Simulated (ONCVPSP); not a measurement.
# Configuration tests for bromine (ONCV)

Br (Z = 35), optimised norm-conserving Vanderbilt (ONCV), made with ONCVPSP 4.0.1 (PBEsol, scalar-relativistic). Core [Ne], reference 3s2 3p6 3d10 4s2 4p5. Waves: 3s+4s: rc 1.05 bohr, ncon 4, nbas 8, qcut 11.3 1/bohr, 2 projectors; 3p+4p: rc 0.90 bohr, ncon 5, nbas 8, qcut 12.3 1/bohr, 2 projectors; 3d: rc 0.70 bohr, ncon 4, nbas 9, qcut 21.1 1/bohr, 2 projectors, debl 0.7 Ha. Local part: polynomial inside 0.55 bohr (lpopt 5, dvloc0 0 Ha). Core correction: Teter function, fcfact 2, rcfact 1.7.

In the d channel the program set the typed energies aside and used -2.452, 0.250 Ha.

Energies are relative to the spin-unpolarised reference configuration 3s2 3p6 3d10 4s2 4p5; without spin polarisation the order of configurations can differ from experiment.

(1) Give the all-electron excitation energy and the error of the potential for: 3s2 3p6 3d10 4s2 4p4; 3s2 3p6 3d10 4s2 4p3; 3s2 3p6 3d10 4s2 4p2; 3s2 3p6 3d10 4s2 4p4.5.

Levels in the configuration 3s2 3p6 3d10 4s2 4p2:

```tsv
level	all-electron (eV)	pseudo (eV)
3s	-276.094	-276.100
3p	-211.701	-211.684
3d	-105.061	-105.060
4s	-54.242	-54.240
4p	-39.922	-39.918
```

Results:

(1)

```json
{"valence configuration": "3s2 3p6 3d10 4s2 4p4", "charge": "+1", "ΔE all-electron (eV)": "12.554", "error AE − PS (meV)": "-0.6"}
{"valence configuration": "3s2 3p6 3d10 4s2 4p3", "charge": "+2", "ΔE all-electron (eV)": "35.325", "error AE − PS (meV)": "-2.0"}
{"valence configuration": "3s2 3p6 3d10 4s2 4p2", "charge": "+3", "ΔE all-electron (eV)": "69.334", "error AE − PS (meV)": "-4.2"}
{"valence configuration": "3s2 3p6 3d10 4s2 4p4.5", "charge": "+0.5", "ΔE all-electron (eV)": "5.073", "error AE − PS (meV)": "-0.2"}
```
